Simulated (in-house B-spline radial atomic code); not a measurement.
Checks on a self-consistent run for the zinc ion Zn⁷⁺, [Ne] 3s2 (3p1/2)1 (3p3/2)4 (3d3/2)4 (3d5/2)1 (5p3/2)1. Method: Dirac-Hartree-Fock, average of the jj configuration, Fermi nucleus of rms radius 3.9283 fm. Calculated with an all-electron radial atomic-structure program (B-spline basis).

```json
{"orbital": "1s1/2", "q": "2", "ε (Eh)": "-364.79362", "<1/r>": "30.2316", "<r²>": "0.00340189", "small-component weight": "0.011736"}
{"orbital": "2s1/2", "q": "2", "ε (Eh)": "-52.38063", "<1/r>": "6.66174", "<r²>": "0.0595365", "small-component weight": "0.0022661"}
{"orbital": "2p1/2", "q": "2", "ε (Eh)": "-46.81091", "<1/r>": "6.56602", "<r²>": "0.0472733", "small-component weight": "0.0022177"}
{"orbital": "2p3/2", "q": "4", "ε (Eh)": "-45.86139", "<1/r>": "6.4372", "<r²>": "0.0481632", "small-component weight": "0.0021956"}
{"orbital": "3s1/2", "q": "2", "ε (Eh)": "-11.94871", "<1/r>": "2.21685", "<r²>": "0.470463", "small-component weight": "0.00055834"}
{"orbital": "3p1/2", "q": "1", "ε (Eh)": "-10.36319", "<1/r>": "2.13502", "<r²>": "0.482899", "small-component weight": "0.00053151"}
{"orbital": "3p3/2", "q": "4", "ε (Eh)": "-9.85739", "<1/r>": "2.07652", "<r²>": "0.499531", "small-component weight": "0.00050859"}
{"orbital": "3d3/2", "q": "4", "ε (Eh)": "-6.99862", "<1/r>": "1.8953", "<r²>": "0.504779", "small-component weight": "0.00043499"}
{"orbital": "3d5/2", "q": "1", "ε (Eh)": "-7.02962", "<1/r>": "1.88522", "<r²>": "0.507747", "small-component weight": "0.00043162"}
{"orbital": "5p3/2", "q": "1", "ε (Eh)": "-1.93410", "<1/r>": "0.454406", "<r²>": "10.2097", "small-component weight": "6.5437e-05"}
```

Electron-electron repulsion V_ee = 548.4881 hartree.

Problem. What total energy follows from the eigenvalues?

Solution. The eigenvalues count the repulsion twice, so E = Σqε - V_ee = -1222.064 - 548.488 = -1770.552 hartree; the run printed -1770.552.

Problem. Does the Dirac virial theorem hold?

Solution. For a point nucleus E = -2c²Σq·w, with w the small-component weight. Here Σq·w = 0.047142 and c = 137.0360, so the ratio E/(-2c²Σq·w) is 1.000010; the finite nucleus accounts for the departure from 1.

Problem. What diamagnetic shielding (Lamb formula) and susceptibility (Langevin formula) do the radii give?

Solution. σ = (α²/3)Σq<1/r> = 137.463/(3·137.036²) = 2440 ppm, and χ = -0.79199×10⁻⁶·Σq<r²> = -13.12×10⁻⁶ cm³/mol with Σq<r²> = 16.572 bohr². Both are non-relativistic formulas without the paramagnetism of open shells.
